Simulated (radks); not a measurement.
The numbers below are computed, except where a source is named.
Spherical quantum dot in the effective-mass picture: electrons in a hard-walled sphere of radius 1.79, with a point charge +1 (a donor) at the centre, all in effective atomic units (hartree* = m*/eps^2 hartree, bohr* = eps/m* bohr), one dielectric constant everywhere. Level of theory: non-relativistic Kohn-Sham, LDA (Slater exchange, Perdew-Wang correlation), spin-polarised, spherical densities (a radial shooting solver with Libxc functionals). Levels are named by radial order and angular momentum (1s, 1p, 1d, 2s, ...), and open shells are averaged over m. Results are scaled to m* = 0.028 and eps = 16.3, for which hartree* = 2.868 meV and bohr* = 30.81 nm. Each electron was tried in the lowest free levels, single moves between levels near the top were tried too, and the lowest total energy was kept; such a search can miss a lower state. At N = 1 the Hartree and exchange-correlation terms need not cancel, so that row can carry a self-interaction error.

N,open shells,2S,E (meV),mu = E(N) - E(N-1) (meV),addition energy mu(N+1) - mu(N) (meV),e(HOMO) (meV)
1,"1s(up 1, down 0)",1,0.273751,0.27375,3.003,1.4259
2,none,0,3.55041,3.2767,7.494,4.4188
3,"1p(up 1, down 0)",1,14.3208,10.770,2.080,11.794
4,"1p(up 2, down 0)",2,27.1711,12.850,2.143,13.916
5,"1p(up 3, down 0)",3,42.1642,14.993,2.787,16.073
6,"1p(up 3, down 1)",2,59.9438,17.780,2.044,18.789
7,"1p(up 3, down 2)",1,79.7675,19.824,2.095,20.866
8,none,0,101.686,21.919,7.462,22.975
9,"1d(up 1, down 0)",1,131.067,29.380,1.998,30.377
10,"1d(up 2, down 0)",2,162.445,31.379,2.012,32.383
11,"1d(up 3, down 0)",3,195.835,33.390,2.020,34.399
12,"1d(up 4, down 0)",4,231.245,35.410,2.024,36.421
13,"1d(up 5, down 0)",5,268.679,37.434,2.608,38.447
14,"1d(up 5, down 1)",4,308.721,40.042,1.972,41.025
15,"1d(up 5, down 2)",3,350.734,42.014,1.984,43.004
16,"1d(up 5, down 3)",2,394.733,43.998,1.992,44.993
17,"1d(up 5, down 4)",1,440.723,45.990,1.997,46.989
18,none,0,488.711,47.988,5.330,48.988
19,"2s(up 1, down 0)",1,542.029,53.318,3.093,54.619
20,none,0,598.440,56.411,3.965,57.728
21,"1f(up 1, down 0)",1,658.817,60.377,1.940,61.346
22,"1f(up 2, down 0)",2,721.134,62.317,1.943,63.288
23,"1f(up 3, down 0)",3,785.394,64.260,-,65.232

All shells are closed at N = 2, 8, 18, 20 (there: 1s2 1p6 1d10 2s2); the second difference of the energy has clear peaks (12 % above both neighbours; the first and last values, which can be the largest, are not judged, and half-filled shells can peak too) at N = 2, 5, 8, 13, 18, 20.
